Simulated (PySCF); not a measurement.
H₇NO₂Si₂, SMILES N[SiH2]O[SiH2]O.

The structure is a stationary point at r2SCAN-D4/def2-SVP. This is a generated structure with no PubChem entry under its InChIKey; it may be hypothetical. Other conformers were not sampled.

Computed with SMD-PBE0/def2-SVP (PySCF).

Solvation free energies are E(SMD) − E(gas) at the gas-phase geometry, for 1 M in both phases. In vacuum the dipole moment is 2.24 D.

| solvent | ΔG(solv) (kcal/mol) | its non-electrostatic (CDS) part | dipole (D) |
|---|---|---|---|
| water | -4.8 | 4.2 | 2.85 |
| ethanol | -7.0 | 1.2 | 2.82 |
| toluene | -2.8 | -0.2 | 2.48 |
